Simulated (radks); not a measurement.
Q: The mean radii <r> (bohr) of the occupied orbitals of an atom or ion are listed with their occupations. All-electron calculation, scalar-relativistic Kohn-Sham, PBE, spin-polarised, spherical densities, finite nucleus; Fermi nuclear charge, rms radius of each element as measured or else 0.836 A^(1/3) + 0.57 fm. Program: a radial shooting solver on a logarithmic mesh with Libxc functionals.

| orbital | occ. | <r> |
|---|---|---|
| 1s up | 1 | 0.02723 |
| 1s down | 1 | 0.02723 |
| 2s up | 1 | 0.1172 |
| 2s down | 1 | 0.1171 |
| 2p up | 3 | 0.1025 |
| 2p down | 3 | 0.1025 |
| 3s up | 1 | 0.3134 |
| 3s down | 1 | 0.3132 |
| 3p up | 3 | 0.3112 |
| 3p down | 3 | 0.3110 |
| 3d up | 5 | 0.2872 |
| 3d down | 5 | 0.2871 |
| 4s up | 1 | 0.7118 |
| 4s down | 1 | 0.7115 |
| 4p up | 3 | 0.7476 |
| 4p down | 3 | 0.7482 |
| 4d up | 5 | 0.8072 |

Name the element and its charge. Open shells, if any, are filled with parallel spins first.

A: Z = 53, iodine, charge +12: I12+ in [Kr] 4d5. The 1s radius gives Z: for a bare nucleus <r> = (2 gamma + 1)/(2Z) with gamma = sqrt(1 - (Z/c)^2), 0.02683 bohr for Z = 53, and screening makes it slightly larger (0.02723 here). The occupations add up to 41, and the charge is Z minus that.
